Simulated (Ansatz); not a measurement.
IRb (SMILES [Rb][I]), singlet, geometry from GFN2-xTB (such geometries of metal compounds can be far from the true shape) (all electrons, no relativity), atoms displaced at random by about 0.05 Å a coordinate; Ansatz (an electronic-structure program) with B3LYP/STO-3G.

Here is a job for Ansatz.
Ansatz 0.2 input:
```yaml
crystal:
  periodic: [false, false, false]
  atoms:
    - {symbol: Rb, position_ang: [0.03922489, 0.02084990, -1.93371617]}
    - {symbol: I, position_ang: [0.04905878, 0.00540476, 1.29109425]}
basis:
  gaussian:
    orbitals: STO-3G
hamiltonian:
  xc: b3lyp
relax: {}
```

**Question.** What does Ansatz print? Leave out banner, timings and long lists.

**Answer.** 
```
Functional definition: B3LYP
522 factors; integrals over basis functions are off by at most 1.7e-5 eV
mean field evaluation 1: about -265637.0470 eV, gradient 9.0e0 eV
mean field evaluation 2: about -265637.3645 eV, gradient 7.6e0 eV
mean field evaluation 4: about -265637.7436 eV, gradient 2.8e-2 eV
mean field evaluation 8: about -265637.7438 eV, gradient 7.9e-5 eV
mean field -265637.74384637 eV, -9762.0070306245 hartree, gradient 7.9e-5 eV, S^2 0.000000; 0 other end points of the search recorded, 0 dependent functions left out
the calculation of the forces begins
reference -265637.74401454 eV, -9762.0070368045 hartree; 45, 45 occupied and 4, 4 virtual orbitals, 522 factors
relax step   1: F+E_penalty+E_count = -265637.74384637 eV  Δ(F+E_penalty+E_count) = +0.000e0 eV  max|allowed force component| = 4.811e-1 eV/Å  Δτ_max = 0.0000 Å  (17 SCF iters, accepted)
these checks for a lower state are left out or cut short: starts, cluster_reference, orbital_swaps, neighbouring_geometries, increment
522 factors; integrals over basis functions are off by at most 1.9e-5 eV
mean field -265637.76274421 eV, -9762.0077251073 hartree, gradient 9.4e-6 eV, S^2 0.000000; 0 other end points of the search recorded, 0 dependent functions left out
the calculation of the forces begins
reference -265637.76291136 eV, -9762.0077312498 hartree; 45, 45 occupied and 4, 4 virtual orbitals, 522 factors
relax step   2: F+E_penalty+E_count = -265637.76274421 eV  Δ(F+E_penalty+E_count) = -1.890e-2 eV  max|allowed force component| = 4.215e-2 eV/Å  Δτ_max = 0.0352 Å  (19 SCF iters, accepted)
these checks for a lower state are left out or cut short: starts, cluster_reference, orbital_swaps, neighbouring_geometries, increment
522 factors; integrals over basis functions are off by at most 2.0e-5 eV
mean field evaluation 16: about -265637.7624 eV, gradient 1.9e-1 eV
mean field -265637.76287195 eV, -9762.0077298015 hartree, gradient 8.0e-6 eV, S^2 0.000000; 0 other end points of the search recorded, 0 dependent functions left out
the calculation of the forces begins
reference -265637.76303900 eV, -9762.0077359405 hartree; 45, 45 occupied and 4, 4 virtual orbitals, 522 factors
relax step   3: F+E_penalty+E_count = -265637.76287195 eV  Δ(F+E_penalty+E_count) = -1.277e-4 eV  max|allowed force component| = 4.450e-3 eV/Å  Δτ_max = 0.0034 Å  (19 SCF iters, accepted)
522 factors; integrals over basis functions are off by at most 2.0e-5 eV
mean field evaluation 32: about -265637.7629 eV, gradient 3.3e-5 eV
mean field -265637.76287195 eV, -9762.0077298015 hartree, gradient 8.0e-6 eV, S^2 0.000000; 1 other end points of the search recorded, 0 dependent functions left out
the calculation of the forces begins
reference -265637.76303900 eV, -9762.0077359405 hartree; 45, 45 occupied and 4, 4 virtual orbitals, 522 factors
Total energy: -265637.76303900 eV, -9762.0077359405 hartree
Atom 0 at     0.039343     0.020665    -1.895145 Å, force    -0.000014     0.000021    -0.004450 eV/Å
Atom 1 at     0.048941     0.005589     1.252523 Å, force     0.000014    -0.000021     0.004450 eV/Å
Dipole moment:    -0.007025     0.011034    -2.303715 e Å
```
